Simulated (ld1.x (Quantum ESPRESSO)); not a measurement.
# Reading a pseudo-wave (oxygen)

Columns: radius, all-electron u(r) and pseudo u(r) of the 2s shell (level -31.16 eV) of oxygen in the configuration [He] 2s2 2p3.5; LDA (PZ), scalar-relativistic, TM scheme, ld1.x (Quantum ESPRESSO) 7.5.

```
r (bohr)  all-electron   pseudo
   0.095        0.4297  -0.1166
   0.190        0.2823  -0.2256
   0.285       -0.0274  -0.3284
   0.380       -0.3372  -0.4467
   0.475       -0.5897  -0.6044
   0.570       -0.7719  -0.7719
   0.665       -0.8887  -0.8887
   0.760       -0.9512  -0.9512
   0.855       -0.9718  -0.9718
   0.950       -0.9616  -0.9616
   1.045       -0.9300  -0.9300
   1.140       -0.8841  -0.8841
   1.235       -0.8295  -0.8295
   1.330       -0.7704  -0.7704
   1.425       -0.7096  -0.7096
   1.520       -0.6492  -0.6492
   1.615       -0.5907  -0.5907
   1.710       -0.5350  -0.5350
   1.805       -0.4826  -0.4826
   1.900       -0.4339  -0.4339
   1.995       -0.3890  -0.3890
   2.090       -0.3478  -0.3478
   2.185       -0.3103  -0.3103
   2.280       -0.2763  -0.2763
   2.375       -0.2455  -0.2455
   2.470       -0.2179  -0.2179
```

How many radial nodes do the two functions have?

The all-electron 2s function has n − l − 1 = 1; the pseudo-wave has 0, since the states of the same l below it are removed with the core.

At about which radius was the pseudo-wave matched?

0.60 bohr, where the columns begin to agree (steps of 0.10 bohr).

Where does each function peak?

Outermost all-electron maximum near 0.85 bohr, pseudo maximum near 0.85 bohr (to the table’s step).

Is the pseudo-wave norm-conserving?

Yes: the TM scheme keeps the norm inside the radius equal to the all-electron one, which fixes the energy derivative of the logarithmic derivative at the level.
